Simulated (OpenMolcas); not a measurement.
**Eu3+ in cubic eightfold coordination: ligands and hosts compared**

| Item | Value |
| --- | --- |
| Program | OpenMolcas |
| Method | CASSCF |
| Active space | 6 electrons in 7 orbitals (4f) |
| Spin-orbit coupling | RASSI with atomic mean-field integrals over the reference wave functions |

Distances were set from a Shannon-type radius of the metal (high-spin where two are listed) plus a fixed donor radius (F 1.31, Cl 1.76 Å), in hosts weighted 0.65 to 0.35 with the host's distance in the model lattice. Anionic complexes are neutralised by point charges, and hosts are embedded clusters. Ligand basis ANO-RCC-VDZP. States (labels of O, the rotations of Oh). Energies in cm-1 above the lowest state or level, χT in cm3 K/mol.

| Ligand or host | R (Å) | Metal basis | Outer charge (e at Å behind ligand) | Ground state | First state of that spin | First gap with spin-orbit (degeneracies) | χT at 300 K |
| --- | --- | --- | --- | --- | --- | --- | --- |
| CaF2 | 2.372 | ANO-RCC-VDZP |  | 7A2 | 7T1 772.6 | 340.4 (1, 3) | 1.399 |
| SrF2 | 2.423 | ANO-RCC-VDZP |  | 7A2 | 7T1 637.9 | 343.4 (1, 3) | 1.379 |
| Cl | 2.83 | ANO-RCC-VTZP | 0.62 at 3.2 | 7A2 | 7T1 459.1 | 369.1 (1, 3) | 1.318 |
| F | 2.38 | ANO-RCC-VDZP | 0.62 at 2.6 | 7A2 | 7T1 661.4 | 343.0 (1, 3) | 1.382 |

The rows also differ in their metal basis and outer charges, so part of each step comes from that.

High states are left out of the spin-orbit mixing, which shifts the levels that they would mix with. Without dynamic correlation the ligand-field splitting of an f shell can come out too small, at times by half. No measured value stands beside these numbers; the geometry was imposed, not optimised, and the real ion may take another.
